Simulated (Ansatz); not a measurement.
Ansatz results at the PBE0-D4/def2-TZVP geometry: LUMO energy (ωB97M-V/def2-TZVPP) 1.18 eV; HOMO energy (ωB97M-V/def2-TZVPP) -8.40 eV; HOMO energy (PBE/def2-TZVPP) -5.06 eV.

Each molecule was computed in one conformer, which needn't be the lowest.

Problem. Which molecule gave them?
A. `C[N](C)[Ti]1234([Cl])([Cl])[C@@H]5[C@H]1[C@H]2[C@@]3([SiH3])[C@@H]54`
B. `C[N](C)[Zr]1234([CH3])([CH3])[C@H]5[C@@H]1[C@@H]2[C@@H]3[C@H]54`
C. `C[N](C)[Zr]1234([F])([Cl])[C@@H]5[C@H]1[C@H]2[C@@]3(C)[C@@H]54`
D. `CC[C@@]12[C@H]3[C@H]4[C@H]5[C@@H]1[Os]45321678[C@@H]2[C@H]1[C@H]6[C@@]7(CC)[C@@H]28`

Solution. B. The others give `C[N](C)[Ti]1234([Cl])([Cl])[C@@H]5[C@H]1[C@H]2[C@@]3([SiH3])[C@@H]54`: -0.26, -8.81, -5.58; `C[N](C)[Zr]1234([F])([Cl])[C@@H]5[C@H]1[C@H]2[C@@]3(C)[C@@H]54`: 1.13, -8.95, -5.50; `CC[C@@]12[C@H]3[C@H]4[C@H]5[C@@H]1[Os]45321678[C@@H]2[C@H]1[C@H]6[C@@]7(CC)[C@@H]28`: 2.16, -8.00, -4.51.
